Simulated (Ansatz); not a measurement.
Consider the formal exchange of groups at the Si–Si bond: `N[SiH2][SiH](F)Br` + ethane → `CC[SiH](F)Br` + `N[SiH3]`.

Program: Ansatz. Geometries: PBE0-D4/def2-TZVP. ΔE: electronic, gas phase. CCSD(T)/CBS is the MP2 limit (def2-TZVPP, def2-QZVPP) plus CCSD(T) − MP2 in def2-TZVPP, frozen cores. This one scheme is used for every species. Functionals use def2-TZVPP. B3LYP here is the variant with VWN-RPA as its local correlation; programs differ in this. For Br outer-core shells are correlated without core-valence functions, which leaves a few kJ/mol of doubt a bond. Scalar relativity is left out up to krypton. Each species was taken in one conformer, which may not be the lowest.

**Question.** Is it downhill or uphill in electronic energy at CCSD(T)/CBS, and by how much? (Estimate.)

**Answer.** Computed: Downhill: ΔE = -11.2 kJ/mol.

**Question.** What do these levels give: PBE0-D4, B3LYP-D4, PBE, HF/def2-TZVPP, SCS-MP2/def2-TZVPP, CCSD/CBS(def2)? (An estimate is asked.)

**Answer.** The calculation gave: PBE0-D4 -1.1, B3LYP-D4 -4.4, PBE 2.3, HF/def2-TZVPP -16.4, SCS-MP2/def2-TZVPP -18.1, CCSD/CBS(def2) -11.9 kJ/mol.

Largest T1 diagnostic among the species: 0.010.

From PBE to PBE0 (25 % exact exchange), in def2-TZVPP and without D4, ΔE moves by −4.7 kJ/mol.
